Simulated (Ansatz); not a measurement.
Two isomers of CH6BrNOSi: A = `C[Si](N)(O)Br`, B = `N[SiH](O)CBr`.

Computed with Ansatz on PBE0-D4/def2-TZVP structures; ΔE is electronic, products minus reactants. CCSD(T)/CBS adds triple-zeta CCSD(T) − MP2 to the extrapolated MP2 energy (def2 sets, frozen cores). DFT in def2-TZVPP. B3LYP here is the variant with VWN-RPA as its local correlation; programs differ in this. For Br outer-core shells are correlated without core-valence functions, which leaves a few kJ/mol of doubt a bond. Scalar relativity is left out up to krypton. Each species was taken in one conformer, which may not be the lowest.

A:

Z-matrix (Å, degrees):
```
C
Si 1 1.848
H 1 1.093 2 109.9
H 1 1.093 2 110.9 3 -120.2
H 1 1.091 2 110.6 3 120.2
N 2 1.694 1 110.1 3 62.0
O 2 1.637 1 114.9 3 -58.0
Br 2 2.263 1 106.5 3 -173.8
H 6 1.007 2 120.7 1 42.1
H 6 1.007 2 120.1 1 -170.5
H 7 0.958 2 116.3 1 -97.8
```

B:

```xyz
11

N    -0.8672    0.8935   -1.1485
Si   -0.5109   -0.3194   -0.0160
O    -0.0410   -1.7266   -0.7310
C     0.8420    0.3409    1.1059
Br    2.3697    0.9462    0.0562
H    -0.1067    1.3782   -1.5996
H    -1.6628    0.8083   -1.7595
H    -1.7148   -0.5869    0.8188
H    -0.0414   -2.5248   -0.2011
H     1.2271   -0.4122    1.7931
H     0.5059    1.2027    1.6819
```

Q: Which is lower in electronic energy at CCSD(T)/CBS, and by how much? (Estimate.)

A: The calculation gave: A, by 179.0 kJ/mol.

Q: Give E(B) − E(A) in kJ/mol with r2SCAN-D4, PBE0-D4, CCSD(T)/def2-TZVPP, HF/def2-TZVPP, B3LYP, MP2/def2-TZVPP, CCSD/def2-TZVPP. (An estimate is asked.)

A: Ansatz gave: r2SCAN-D4 185.3, PBE0-D4 181.8, CCSD(T)/def2-TZVPP 174.1, HF/def2-TZVPP 182.1, B3LYP 175.6, MP2/def2-TZVPP 180.7, CCSD/def2-TZVPP 175.3. None reverses the order clearly.

Largest T1 diagnostic: 0.009.

From PBE to PBE0 (25 % exact exchange), in def2-TZVPP and without D4, E(B) − E(A) moves by +5.5 kJ/mol.
